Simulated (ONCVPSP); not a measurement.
Pseudopotential generation for beryllium (Be): ONCV, LDA (Perdew-Wang 92), scalar-relativistic.

```
Element                 : beryllium (Be)
Generator               : ONCVPSP 4.0.1
Type                    : optimised norm-conserving Vanderbilt (ONCV)
Functional              : LDA (Perdew-Wang 92)
Relativity              : scalar-relativistic
Frozen core             : [He]
Valence charge          : 2
Reference configuration : 2s1 (charge +1)
Partial waves           : 2s: rc 1.95 bohr, ncon 4, nbas 7, qcut 3.4 1/bohr, 2 projectors, debl 2.1 Ha; p scattering state at 0.02 Ha: rc 1.60 bohr, ncon 4, nbas 6, qcut 6 1/bohr, 3 projectors, debl 3 Ha; d scattering state at 0.31 Ha: rc 2.00 bohr, ncon 4, nbas 7, qcut 4.6 1/bohr, 1 projector
Local potential         : polynomial inside 1.20 bohr (lpopt 5, dvloc0 0 Ha)
Core correction         : Teter function fitted to the true core (icmod 2), fcfact 0.6
```

In the p channel the program set the typed energies aside and used 0.050, 3.050, 6.050 Ha.

All-electron outer shells of the reference configuration (LDA (PZ), scalar-relativistic, ld1.x):

```
shell  level (eV)  outermost node (bohr)  outermost maximum (bohr)
   1s     -116.41                      –                      0.27
   2s      -13.65                   0.59                      1.89
```

Question: Does the generator finish with these settings?

Answer: Yes, a potential is produced and its reference levels are reproduced.

Question: Estimate the cutoffs (Ha) at which the residual kinetic energy of the hardest occupied pseudo-wave falls to 1 and 0.1 mHa per electron.

Answer: 5.7 Ha and 25 Ha. The cutoffs count occupied waves only; projector 2 of the p channel, the hardest unoccupied one, needs 22 Ha at the loose tolerance.

Question: What does a ghost test show?

Answer: No bound ghost flagged; no localised positive-energy state flagged.

Question: Tests: 2s2; 2s1.5; 2s1 2p1; 2s0 2p1. Which has the largest error in its energy relative to the reference configuration, and how large is it?

Answer: 2s2, with +5.6 meV (all-electron minus pseudo) on -9.51 eV.
